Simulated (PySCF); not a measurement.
**P³⁺ (phosphorus, charge +3): UHF calculation**

Configuration: [Ne] 3s2, closed-shell 1S. Calculation: PySCF 2.14, in aug-cc-pV(T+d)Z with one added diffuse shell each of s, p, d, f type (7s6p5d3f, 71 functions); no relativity, point nucleus.

```
Total energy                                     : -338.561007 hartree
One-electron energy                              : -451.7227 hartree
Hartree (Coulomb) energy                         : 134.8151 hartree
Exchange energy                                  : -21.6534 hartree
Kinetic energy                                   : 338.41809 hartree
⟨S²⟩                                             : 0.0000
⟨L²⟩                                             : 0.000
Sum of ⟨r⟩                                       : 7.521 bohr
Sum of ⟨r²⟩                                      : 8.947 bohr²
Density at the nucleus (Gaussians lack the cusp) : 2160 bohr⁻³
Langevin diamagnetic susceptibility              : -7.09 ×10⁻⁶ cm³/mol
```

```csv
shell,electrons,mean orbital energy (eV),"rms radius, mean of both spins (bohr)"
1s,2,-2216.5,0.120
2s,2,-243.30,0.560
2p,6,-185.68,0.538
3s,2,-49.885,1.81
```
